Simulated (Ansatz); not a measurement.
Reaction (ligand exchange at the Si–C bond): `C[SiH2]CCl` + `CN[SiH3]` → `C[SiH2]N(C)[SiH3]` + `CCl`

Program: Ansatz. Geometries: PBE0-D4/def2-TZVP. ΔE: electronic, gas phase. CCSD(T)/CBS is the MP2 limit (def2-TZVPP, def2-QZVPP) plus CCSD(T) − MP2 in def2-TZVPP, frozen cores. This one scheme is used for every species. DFT in def2-TZVPP. HSE06 is defined as in plane-wave codes. Each species was taken in one conformer, which may not be the lowest.

**Question.** Is it downhill or uphill in electronic energy at CCSD(T)/CBS, and by how much? (An estimate is asked.)

**Answer.** The calculation gave: Downhill: ΔE = -15.6 kcal/mol.

**Question.** What do these levels give: HSE06-D4, B2PLYP, PBE, BLYP, PBE0, r2SCANh, r2SCAN0, BHLYP, RPA@PBE/def2-TZVPP, HF/def2-SVP, MP2/def2-QZVPP, MP2/CBS(def2)? (Best estimate.)

**Answer.** Computed: HSE06-D4 -14.3, B2PLYP -15.0, PBE -12.6, BLYP -13.1, PBE0 -13.4, r2SCANh -14.6, r2SCAN0 -14.8, BHLYP -15.0, RPA@PBE/def2-TZVPP -15.7, HF/def2-SVP -14.6, MP2/def2-QZVPP -16.3, MP2/CBS(def2) -16.1 kcal/mol.

Largest T1 diagnostic among the species: 0.010.

From BLYP to BHLYP (50 % exact exchange), in def2-TZVPP and without D4, ΔE moves by −1.9 kcal/mol. The D4 term adds −1.6 kcal/mol with B3LYP and −0.9 kcal/mol with PBE0; it sums over pairs of atoms, weighted by their polarisabilities, and B3LYP, whose exchange is more repulsive, gets the larger term.

B3LYP here is the variant with VWN-RPA as its local correlation; programs differ in this.
